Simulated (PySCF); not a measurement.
SMILES OB(O)O[SiH2][O][Al]([OH])[OH] (GFN2-xTB optimised geometry):

```
15

B     -2.228    -0.002     0.000
O     -2.960     1.137     0.000
O     -2.901    -1.174    -0.005
O     -0.871    -0.002     0.000
Si     0.458     0.905     0.066
O      1.722    -0.081    -0.095
Al     2.960    -1.213    -0.103
O      3.668    -1.710    -1.516
O      3.426    -1.807     1.364
H     -2.450     1.945     0.001
H     -2.334    -1.945     0.001
H      0.524     1.568     1.368
H      0.484     1.814    -1.086
H      3.590    -1.545    -2.446
H      4.053    -2.406     1.745
```

Computed with PBE0/def2-TZVP (PySCF).

Question: What are the frontier orbital energies and the dipole moment?

Answer: HOMO-2 -9.25 eV, HOMO-1 -9.20 eV, HOMO -8.54 eV, LUMO -0.50 eV, LUMO+1 0.33 eV; dipole moment 3.45 D.

On the same geometry PBE/def2-TZVP run with PySCF gives HOMO-2 -7.53 eV, HOMO-1 -7.47 eV, HOMO -7.04 eV, LUMO -1.36 eV, LUMO+1 -0.52 eV; dipole moment 3.37 D.

Meta-Löwdin charges at PBE0/def2-TZVP: B1 0.58, O2 -0.54, O3 -0.54, O4 -0.65, Si5 1.12, O6 -0.87, Al7 1.33, O8 -0.80, O9 -0.80, H10 0.35, H11 0.36, H12 -0.14, H13 -0.15, H14 0.36, H15 0.37.
